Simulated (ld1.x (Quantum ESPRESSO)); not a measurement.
**Pseudopotential generation for Cu: TM semilocal, PBE, scalar-relativistic.**

The input file (ld1.x (Quantum ESPRESSO) 7.5):

```
&input
   title='Cu', zed=29., rel=1, dft='PBE', iswitch=3,
   config='[Ar] 3d10 4s1 4p0',
   nld=3, rlderiv=3.85, eminld=-2.0, emaxld=5.0, deld=0.02
 /
 &inputp
   pseudotype=1, tm=.true., lloc=2,
   nlcc=.true., rcore=0.85,
   file_pseudopw='Cu.pp', file_wfcaegen='ae.wfc', file_wfcncgen='nc.wfc'
 /
3
4S  1  0   1.00   0.00  2.20  2.20  0.0
4P  2  1   0.00   0.00  3.55  3.55  0.0
3D  3  2  10.00   0.00  1.45  1.45  0.0
 &test
   configts(1)='3d10 4s1 4p0'
 /
```

Command:

```bash
ld1.x < Cu.in > Cu.out
```

The program printed (shortened: banner, matrices, multipoles, cross overlaps and the repeated all-electron block are left out):

```
Program LD1 v.7.5
     --------------------------- All-electron run ----------------------------

     Cu
     scalar relativistic calculation

     atomic number is 29.00
     dft =PBE   lsd =0 sic =0 latt =0  beta=0.20 tr2=1.0E-14
     Exchange-correlation= PBE
                           (   1   4   3   4   0   0   0)
     mesh =1199 r(mesh) = 100.25372 a.u. xmin = -7.00 dx = 0.01250
     1 Ry =  13.60569312 eV, c = 137.03599908

     n l     nl                  e(Ry)          e(Ha)          e(eV)
     1 0     1S 1( 2.00)      -650.5489      -325.2745     -8851.1694
     2 0     2S 1( 2.00)       -78.0904       -39.0452     -1062.4738
     2 1     2P 1( 6.00)       -67.3965       -33.6983      -916.9763
     3 0     3S 1( 2.00)        -8.4305        -4.2153      -114.7030
     3 1     3P 1( 6.00)        -5.3024        -2.6512       -72.1430
     3 2     3D 1(10.00)        -0.3703        -0.1851        -5.0378
     4 0     4S 1( 1.00)        -0.3388        -0.1694        -4.6093
     4 1     4P 1( 0.00)        -0.0512        -0.0256        -0.6967

     final scf error:  5.3E-15 reached in  32 iterations

     Etot =   -3309.701531 Ry,   -1654.850765 Ha,  -45030.783357 eV

     Ekin =    3358.932341 Ry,    1679.466170 Ha,   45700.602648 eV
     Encl =   -7969.314771 Ry,   -3984.657386 Ha, -108428.051175 eV
     Eh   =    1435.751702 Ry,     717.875851 Ha,   19534.397054 eV
     Exc  =    -135.070802 Ry,     -67.535401 Ha,   -1837.731883 eV

     normalization and overlap integrals

     s(1S/1S) =  1.000000  <r> =   0.0521  <r2> =    0.0037  r(max) =   0.0341
     s(2S/2S) =  1.000000  <r> =   0.2352  <r2> =    0.0653  r(max) =   0.1960
     s(2P/2P) =  1.000000  <r> =   0.2064  <r2> =    0.0523  r(max) =   0.1585
     s(3S/3S) =  1.000000  <r> =   0.7119  <r2> =    0.5863  r(max) =   0.6112
     s(3P/3P) =  1.000000  <r> =   0.7494  <r2> =    0.6650  r(max) =   0.6189
     s(3D/3D) =  1.000000  <r> =   1.0474  <r2> =    1.5756  r(max) =   0.6036
     s(4S/4S) =  1.000000  <r> =   2.9362  <r2> =   10.2155  r(max) =   2.2710
     s(4P/4P) =  1.000000  <r> =   5.1791  <r2> =   33.4210  r(max) =   3.6517

     ------------------------ End of All-electron run ------------------------

     --------------------- Generating NC pseudopotential ---------------------

      Generating local pot.: lloc=2, matching radius rcloc =   1.4500

      Computing core charge for nlcc:

       r > 0.86 : true rho core
       r < 0.86 : rho core = a sin(br)/r    a=  16.70  b=   2.91

      Integrated core pseudo-charge :   7.50

      Wfc   4S  rcut= 2.187  Using Troullier-Martins method

      Wfc   4P  rcut= 3.517  Using Troullier-Martins method

     ------------------- End of pseudopotential generation -------------------

     Computing logarithmic derivative in   3.86311
     Computing logarithmic derivative in   3.86311
     Computing the partial wave expansion
     R is outside the sphere for l=    0 j= 0.00
     R is outside the sphere for l=    1 j= 0.00
       no projector for channel:   2

     ---------------------- Testing the pseudopotential ----------------------

     Cu
     scalar relativistic calculation

     atomic number is 29.00   valence charge is 11.00
     dft =PBE   lsd =0 sic =0 latt =0  beta=0.20 tr2=1.0E-14
     mesh =1199 r(mesh) = 100.25372 xmin = -7.00 dx = 0.01250

     n l     nl             e AE (Ry)        e PS (Ry)    De AE-PS (Ry)
     3 2     3D   1(10.00)       -0.37027       -0.37027        0.00000
     1 0     4S   1( 1.00)       -0.33878       -0.33878        0.00000
     2 1     4P   1( 0.00)       -0.05121       -0.05121        0.00000

     eps = 8.7E-15  iter = 38

     Etot =   -3309.701531 Ry,   -1654.850765 Ha,  -45030.783357 eV
     Etotps =  -110.818892 Ry,     -55.409446 Ha,   -1507.767838 eV

     Ekin =     134.193338 Ry,      67.096669 Ha,    1825.793382 eV
     Encl =    -306.059337 Ry,    -153.029669 Ha,   -4164.149418 eV
     Ehrt =      95.679315 Ry,      47.839658 Ha,    1301.783404 eV
     Ecxc =     -35.031651 Ry,     -17.515826 Ha,    -476.629897 eV
     (Ecc =     -13.569148 Ry,      -6.784574 Ha,    -184.617668 eV)
     Epseu=       0.399443 Ry,       0.199721 Ha,       5.434693 eV

     ---------------------- End of pseudopotential test ----------------------
```

Generation and configuration tests took about 2.7 s on one core of a shared server CPU.

Transferability test of the new file with ld1.x, input:

```
&input
   title='Cu', zed=29., rel=1, dft='PBE', iswitch=2,
   config='[Ar] 3d10 4s1 4p0'
 /
 &test
   file_pseudo='Cu.pp', nconf=8,
   configts(1)='3d10 4s1 4p0',
   configts(2)='3d10 4s0 4p0',
   configts(3)='3d9 4s0 4p0',
   configts(4)='3d8 4s0 4p0',
   configts(5)='3d10 4s0 4p1',
   configts(6)='3d9 4s1 4p0',
   configts(7)='3d9 4s2 4p0',
   configts(8)='3d9 4s1 4p1'
 /
```

```bash
ld1.x < Cu.test.in > Cu.test.out
```

Pseudopotential blocks of its output, shortened (energy terms left out; the distinct warnings before each block abridged to one line each):

```
     ---------------------- Testing the pseudopotential ----------------------

     n l     nl             e AE (Ry)        e PS (Ry)    De AE-PS (Ry)
     3 2     3D   1(10.00)       -0.37027       -0.37027        0.00000
     1 0     4S   1( 1.00)       -0.33878       -0.33878        0.00000
     2 1     4P   1( 0.00)       -0.05121       -0.05121        0.00000

     eps = 8.5E-15  iter = 34

     Etot =   -3309.701531 Ry,   -1654.850765 Ha,  -45030.783357 eV
     Etotps =  -110.818892 Ry,     -55.409446 Ha,   -1507.767831 eV

     ---------------------- End of pseudopotential test ----------------------

          ---------------------- Testing the pseudopotential ----------------------

     n l     nl             e AE (Ry)        e PS (Ry)    De AE-PS (Ry)
     3 2     3D   1(10.00)       -1.00387       -1.00123       -0.00264
     1 0     4S   1( 0.00)       -0.87409       -0.87615        0.00206
     2 1     4P   1( 0.00)       -0.48142       -0.48374        0.00233

     eps = 8.1E-15  iter = 21

     Etot =   -3309.102669 Ry,   -1654.551334 Ha,  -45022.635421 eV
     Etotps =  -110.219124 Ry,     -55.109562 Ha,   -1499.607581 eV
     dEtot_ae =       0.598862 Ry
     dEtot_ps =       0.599767 Ry,   Delta E=      -0.000905 Ry

     ---------------------- End of pseudopotential test ----------------------

          ---------------------- Testing the pseudopotential ----------------------

     n l     nl             e AE (Ry)        e PS (Ry)    De AE-PS (Ry)
     3 2     3D   1( 9.00)       -2.17762       -2.19688        0.01926  !
     1 0     4S   1( 0.00)       -1.64243       -1.64535        0.00292
     2 1     4P   1( 0.00)       -1.12816       -1.13684        0.00868  !

     eps = 9.4E-15  iter = 22

     Etot =   -3307.534761 Ry,   -1653.767381 Ha,  -45001.302955 eV
     Etotps =  -108.645098 Ry,     -54.322549 Ha,   -1478.191866 eV
     dEtot_ae =       2.166770 Ry
     dEtot_ps =       2.173793 Ry,   Delta E=      -0.007024 Ry

     ---------------------- End of pseudopotential test ----------------------

          ---------------------- Testing the pseudopotential ----------------------

     n l     nl             e AE (Ry)        e PS (Ry)    De AE-PS (Ry)
     3 2     3D   1( 8.00)       -3.59499       -3.66135        0.06637  !
     1 0     4S   1( 0.00)       -2.53770       -2.55293        0.01523  !
     2 1     4P   1( 0.00)       -1.91536       -1.94930        0.03393  !

     eps = 4.2E-15  iter = 14

     Etot =   -3304.666857 Ry,   -1652.333428 Ha,  -44962.283127 eV
     Etotps =  -105.735901 Ry,     -52.867950 Ha,   -1438.610215 eV
     dEtot_ae =       5.034674 Ry
     dEtot_ps =       5.082991 Ry,   Delta E=      -0.048317 Ry

     ---------------------- End of pseudopotential test ----------------------

          Warning: n=3, l=2 expected 0 nodes, found 1
     ---------------------- Testing the pseudopotential ----------------------

     n l     nl             e AE (Ry)        e PS (Ry)    De AE-PS (Ry)
     3 2     3D   1(10.00)       -0.52571       -0.52320       -0.00250
     1 0     4S   1( 0.00)       -0.44612       -0.44616        0.00004
     2 1     4P   1( 1.00)       -0.12603       -0.12609        0.00005

     eps = 5.7E-15  iter = 35

     Etot =   -3309.397502 Ry,   -1654.698751 Ha,  -45026.646836 eV
     Etotps =  -110.514772 Ry,     -55.257386 Ha,   -1503.630074 eV
     dEtot_ae =       0.304029 Ry
     dEtot_ps =       0.304120 Ry,   Delta E=      -0.000091 Ry

     ---------------------- End of pseudopotential test ----------------------

          ---------------------- Testing the pseudopotential ----------------------

     n l     nl             e AE (Ry)        e PS (Ry)    De AE-PS (Ry)
     3 2     3D   1( 9.00)       -1.38593       -1.40292        0.01699  !
     1 0     4S   1( 1.00)       -0.99920       -0.99733       -0.00187
     2 1     4P   1( 0.00)       -0.56486       -0.56521        0.00035

     eps = 4.5E-15  iter = 23

     Etot =   -3308.850568 Ry,   -1654.425284 Ha,  -45019.205425 eV
     Etotps =  -109.961159 Ry,     -54.980579 Ha,   -1496.097782 eV
     dEtot_ae =       0.850962 Ry
     dEtot_ps =       0.857733 Ry,   Delta E=      -0.006770 Ry

     ---------------------- End of pseudopotential test ----------------------

          ---------------------- Testing the pseudopotential ----------------------

     n l     nl             e AE (Ry)        e PS (Ry)    De AE-PS (Ry)
     3 2     3D   1( 9.00)       -0.69958       -0.71810        0.01852  !
     1 0     4S   1( 2.00)       -0.42717       -0.42453       -0.00263
     2 1     4P   1( 0.00)       -0.08609       -0.08507       -0.00102

     eps = 3.9E-15  iter = 26

     Etot =   -3309.556741 Ry,   -1654.778371 Ha,  -45028.813395 eV
     Etotps =  -110.664900 Ry,     -55.332450 Ha,   -1505.672667 eV
     dEtot_ae =       0.144790 Ry
     dEtot_ps =       0.153992 Ry,   Delta E=      -0.009202 Ry

     ---------------------- End of pseudopotential test ----------------------

          ---------------------- Testing the pseudopotential ----------------------

     n l     nl             e AE (Ry)        e PS (Ry)    De AE-PS (Ry)
     3 2     3D   1( 9.00)       -0.85163       -0.86872        0.01709  !
     1 0     4S   1( 1.00)       -0.52491       -0.52204       -0.00287
     2 1     4P   1( 1.00)       -0.15499       -0.15408       -0.00091

     eps = 9.9E-15  iter = 27

     Etot =   -3309.200967 Ry,   -1654.600483 Ha,  -45023.972837 eV
     Etotps =  -110.310820 Ry,     -55.155410 Ha,   -1500.855161 eV
     dEtot_ae =       0.500564 Ry
     dEtot_ps =       0.508072 Ry,   Delta E=      -0.007508 Ry

     ---------------------- End of pseudopotential test ----------------------
```
